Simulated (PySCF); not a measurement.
Te(F)(SeH), SMILES F[Te][SeH] (HFSeTe) (CAM-B3LYP/def2-SVP optimised geometry):

```
4

Te    -0.749    -1.223     0.000
F      1.196    -1.223     0.000
Se    -1.196     1.223     0.000
H     -1.169     1.419    -1.460
```

Calculation: PySCF with CAM-B3LYP/def2-TZVP, def2 effective core potentials past Kr.

### Question
What are the frontier orbital energies and the dipole moment?

### Answer
HOMO-2 -10.40 eV, HOMO-1 -9.18 eV, HOMO -7.98 eV, LUMO -1.24 eV, LUMO+1 -0.99 eV; dipole moment 2.52 D.

On the same geometry PBE/def2-TZVP, def2 effective core potentials past Kr run with PySCF gives HOMO-2 -8.02 eV, HOMO-1 -6.79 eV, HOMO -5.52 eV, LUMO -3.09 eV, LUMO+1 -2.73 eV; dipole moment 2.26 D.
